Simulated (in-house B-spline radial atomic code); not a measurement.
# The nitrogen ion N²⁺: [He] 2s2 2p1

Level of theory: non-relativistic wB97X, spin-polarised, spherical fractional occupations, point nucleus; calculated with an all-electron radial atomic-structure program (B-spline basis).

Effective charges: Z_r = [3n² - l(l+1)]/(2<r>) from the radius, Z_e = n√(-2ε) from the energy, and Slater's rules. Values are occupation-weighted means over spin.

```csv
shell,electrons,ε (eV),<r> (bohr),Z_r,Z_e,Slater
1s,2,-434.78,0.2287,6.56,5.65,6.70
2s,2,-53.927,1.173,5.12,3.98,4.60
2p,1,-36.823,1.14,4.38,3.29,4.60
```

The least bound orbital is 2p up at -36.82 eV, while the most diffuse is 2s down (<r> = 1.186 bohr against 1.14 bohr): energy order and size order differ.

Caution: exact exchange at fractional occupations of open shells leaves self-interaction of up to several eV.
